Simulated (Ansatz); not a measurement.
Wavefunction ladder for C4H3F3 (`C=C(F)/C(F)=C/F`)

```json
{"atom": "C1", "x (Å)": "-1.8202", "y (Å)": "-0.3501", "z (Å)": "-0.2870"}
{"atom": "C2", "x (Å)": "-0.6562", "y (Å)": "0.2764", "z (Å)": "-0.2282"}
{"atom": "F3", "x (Å)": "-0.5405", "y (Å)": "1.5590", "z (Å)": "-0.6005"}
{"atom": "C4", "x (Å)": "0.6014", "y (Å)": "-0.2903", "z (Å)": "0.2206"}
{"atom": "F5", "x (Å)": "0.5406", "y (Å)": "-1.5645", "z (Å)": "0.6021"}
{"atom": "C6", "x (Å)": "1.7511", "y (Å)": "0.3769", "z (Å)": "0.2637"}
{"atom": "F7", "x (Å)": "2.8685", "y (Å)": "-0.1983", "z (Å)": "0.6846"}
{"atom": "H8", "x (Å)": "-2.7037", "y (Å)": "0.1641", "z (Å)": "-0.6383"}
{"atom": "H9", "x (Å)": "-1.8879", "y (Å)": "-1.3834", "z (Å)": "0.0183"}
{"atom": "H10", "x (Å)": "1.8470", "y (Å)": "1.4102", "z (Å)": "-0.0354"}
```

Charge 0, multiplicity 1. The structure was optimised at the PBE0-D4/def2-TZVP level. It is one conformer, not always the lowest. Frozen core, restricted reference, Ansatz 0.2.0. CBS rows extrapolate triple and quadruple zeta; past MP2 they add the triple-zeta difference.

```
     basis     HF (Eh)  MP2 corr.  CCSD corr.       (T)  CCSD(T) total
  def2-SVP  -451.10800   -1.05957    -1.09756  -0.03122     -452.23678
def2-TZVPP  -451.65944   -1.36150    -1.38462  -0.05413     -453.09819
def2-QZVPP  -451.67913   -1.47447           –         –              –
 CBS(def2)  -451.68184   -1.55815    -1.58128     as TZ     -453.31725
```
